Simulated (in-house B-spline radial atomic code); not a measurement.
A fraction x of an electron is removed from 5p in neutral tin, starting from [Kr] 4d10 5s2 5p2 and keeping the highest spin. Method: scalar-relativistic (X2C) r2SCAN, spin-polarised, spherical fractional occupations, Fermi nucleus of rms radius 4.6519 fm. Calculated with a radial B-spline atomic code at the basis-set limit.

| x | E(x) - E(0) (eV) | 5p up level (eV) |
| --- | --- | --- |
| 0 | 0.0000 | -4.400 |
| 0.11 | 0.5200 | -5.058 |
| 0.15 | 0.7272 | -5.300 |
| 0.32 | 1.7168 | -6.347 |
| 0.48 | 2.8127 | -7.355 |
| 0.5 | 2.9611 | -7.483 |
| 0.56 | 3.4216 | -7.867 |
| 0.65 | 4.1557 | -8.448 |
| 0.79 | 5.4022 | -9.362 |
| 0.99 | 7.4068 | -10.687 |
| 1 | 7.5140 | -10.754 |

The exact functional would give a straight line between the two integer points. Deviations E(x) - E(0) - x[E(1) - E(0)], in eV: -0.307 at x = 0.11, -0.4 at x = 0.15, -0.688 at x = 0.32, -0.794 at x = 0.48, -0.796 at x = 0.5, -0.786 at x = 0.56, -0.728 at x = 0.65, -0.534 at x = 0.79, -0.032 at x = 0.99.

The curve lies below the straight line by up to 0.796 eV (at x = 0.5): convex, the delocalisation error that favours fractional charges.

Q: How well does Slater's transition state (minus the level at half occupation) give the ionisation energy?

A: It gives 7.483 eV against 7.514 eV from the two total energies; NIST lists 7.34 eV, ground level to ground level.
